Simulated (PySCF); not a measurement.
C$_{2}$H$_{5}$S (SMILES C[CH]S), doublet, at a GFN2-xTB geometry. Base run: PySCF with R2SCAN/3-21G.

The PySCF input:
```python
from pyscf import gto, scf, dft

mol = gto.M(
    atom='''
C    -1.66842791    0.12558021    0.07261586
C    -0.37718120   -0.53131894    0.37612092
S     1.11984478    0.10961833   -0.18661617
H    -2.01138632   -0.08788961   -0.94779789
H    -2.43483778   -0.23552594    0.75727740
H    -1.58775511    1.20871890    0.17291752
H    -0.34115403   -1.59241763    0.54637014
H     0.73127142    1.38765345   -0.23532908
''',
    basis='3-21g',
    spin=1,
    verbose=3,
)

mf = dft.UKS(mol)
mf.xc = 'r2scan'
mf.kernel()
```

Variants of this job, named by their change:

```
change                                           ΔE vs base (mEh)  fitting functions  dipole (D)
-----------------------------------------------  ----------------  -----------------  ----------
base                                                        0.000                  -        1.71
auxbasis = default (with mf = mf.density_fit())            -0.263                368        1.71
auxbasis = even-tempered beta=3.0                          -8.769                154        1.71
auxbasis = def2-tzvp-ri                                   -14.761                340        1.71
auxbasis = autoaux                                         -4.250                290        1.72
auxbasis = def2-svp-ri                                     -649.8                228        1.71
auxbasis = even-tempered beta=2.0                          -4.428                235        1.72
auxbasis = cc-pvtz-ri                                     -13.268                434        1.71
auxbasis = def2-universal-jkfit                            -0.263                368        1.71
auxbasis = cc-pvtz-jkfit                                   -0.245                429        1.71
```

A fitting set is made for a task (jfit for Coulomb, jkfit for Coulomb and exchange, ri for correlation) and for a family of orbital bases.

Open shells are given as the SCF converged; they aren't shown to be the lowest states, and a large step between rows can be another state.
